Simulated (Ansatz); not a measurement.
Relaxation of C2H2ClSi (6 atoms, charge 0, multiplicity 2), to a largest force component of 0.02 eV/Å in at most 50 steps.

Computed with Ansatz, UKS PBE0-D4/def2-SVP.

```xyz
6
Properties=species:S:1:pos:R:3:forces:R:3
Si -0.531 1.097 -1.367 0.08 0.12 -1.00
C -0.172 0.448 0.254 -0.72 1.05 -3.23
C 0.543 -0.477 0.824 1.59 -2.34 1.62
Cl 1.553 -1.694 -0.009 -0.65 1.10 0.23
H -0.988 1.086 0.593 -0.33 0.30 1.81
H 0.581 -0.646 1.888 0.02 -0.24 0.56
```

Where does it end, and by what steps?

The run converged. After 12 steps the energy has fallen by 0.656 eV; Si1 moved furthest, 0.64 Å.

| step | energy less start (eV) | largest force component (eV/Å) | accepted |
| --- | --- | --- | --- |
| 0 | 0.0000 | 3.228 | yes |
| 1 | -0.3096 | 1.378 | yes |
| 2 | -0.4254 | 1.009 | yes |
| 3 | -0.4895 | 0.697 | yes |
| 4 | -0.5368 | 0.604 | yes |
| 5 | -0.5692 | 0.297 | yes |
| 6 | -0.5717 | 0.536 | yes |
| 7 | -0.6046 | 0.235 | yes |
| 8 | -0.6413 | 0.577 | yes |
| 9 | -0.6454 | 0.243 | yes |
| 10 | -0.6524 | 0.196 | yes |
| 11 | -0.6543 | 0.120 | yes |
| 12 | -0.6559 | 0.008 | yes |

```xyz
6
Properties=species:S:1:pos:R:3
Si -0.154 0.612 -1.541
C -0.324 0.540 0.311
C 0.440 -0.422 0.861
Cl 1.391 -1.347 -0.306
H -0.949 1.166 0.959
H 0.582 -0.736 1.897
```

Whether the end is a true minimum wasn't checked by a vibrational analysis.

Time of the run: 33 s on 2 threads of Arm Neoverse V2, on a shared host, peak memory 0.2 GiB.
